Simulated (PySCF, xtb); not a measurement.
CH6MoN2O, SMILES [CH3][Mo](=[NH])(=[NH])[OH], multiplicity 1.

GFN2-xTB in xtb 6.7.1 at its own geometry gives an orbital gap of 2.73 eV and a dipole moment of 4.39 D.

Geometry optimised at PBE-D3(BJ)/def2-SVP. The spin state was assumed, not searched. The structure was generated by enumeration; whether it is a known compound was not checked. The def2 effective core potentials stand for the cores of Mo; spin–orbit coupling is left out. Other conformers were not sampled.

Task: What does ωB97X/def2-TZVP (PySCF) give? (The exact figures need the calculation; the answer reports its results.)

Result: gap 10.45 eV (levels -9.98 and 0.47 eV), dipole 1.66 D.
